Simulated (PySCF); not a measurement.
Species: (H3Sn)2O.
Geometry (PBE0-D3(BJ)/def2-SVP, Å), atoms numbered from 1 in this order:
```xyz
9
H6OSn2 angstrom
Sn    -0.2365    1.7292    0.4190
H     -1.7724    2.4326    0.1357
H     -0.0990    1.1466    2.0321
H      1.0398    2.8060    0.0353
O     -0.0837    0.1975   -0.8209
Sn     0.2553   -1.7245   -0.5090
H     -1.1134   -2.3949    0.2831
H      1.6605   -1.8775    0.4687
H      0.4820   -2.3846   -2.0696
```

Method: PBE0-D3(BJ)/def2-SVP geometry optimisation, gas phase, def2 core potentials past Kr (PySCF 2.14.0).

**Question.** Which atoms are bound to Sn1, and at what distances?

**Answer.** 4 atoms: H2 1.713 Å, H4 1.713 Å, H3 1.721 Å, O5 1.977 Å. The nearest atom not counted as bound is Sn6, at 3.61 Å.

**Question.** List the angles at Sn1.

**Answer.** 
```csv
angle,degrees,distance of the outer atoms (Å)
H2–Sn1–H4,111.9,2.84
H2–Sn1–H3,111.5,2.84
H3–Sn1–H4,111.3,2.84
H3–Sn1–O5,108.6,3.01
H4–Sn1–O5,106.8,2.97
H2–Sn1–O5,106.5,2.96
```

**Question.** What is the shape at Sn1?

**Answer.** Tetrahedral: angles from 106.5° to 111.9°; τ4 = (360° − α − β)/141° = 0.97 with α and β the two widest (0 for a square, 1 for a tetrahedron).

**Question.** Give some angles away from the centre.

**Answer.** Sn1–O5–Sn6 131.9°.

Point group: near Cs, missed by 0.20 Å at most; the miss may be what the optimiser left on a soft mode. Charge 0, singlet. Stationary, but not proved a minimum.

On one thread of an Arm Neoverse V1, shared host, this took 51 s wall and 0.38 GiB of memory at its peak. This is the geometry optimisation.
